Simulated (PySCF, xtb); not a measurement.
CH4ClNSW, SMILES [CH3][W](=[NH])(=[S])[Cl], multiplicity 1.

Harmonic wavenumbers (cm⁻¹) from GFN2-xTB (xtb) at its own minimum, in rising order: 99, 108, 122, 154, 177, 194, 344, 453, 483, 532, 606, 627, 640, 934, 1260, 1441, 1462, 2853, 2870, 2930, 3339.

Q: What does PySCF with PBE-D3(BJ)/def2-SVP give at its own minimum? (Estimate from the structure and the level; the computed values follow.)

A: 113, 135, 169, 188, 220, 241, 385, 505, 536, 543, 592, 627, 694, 978, 1153, 1340, 1354, 2951, 3054, 3082, 3524. Paired by order, the mean absolute difference is 67 cm⁻¹ and the zero-point energies are 30.9 and 32.0 kcal/mol.
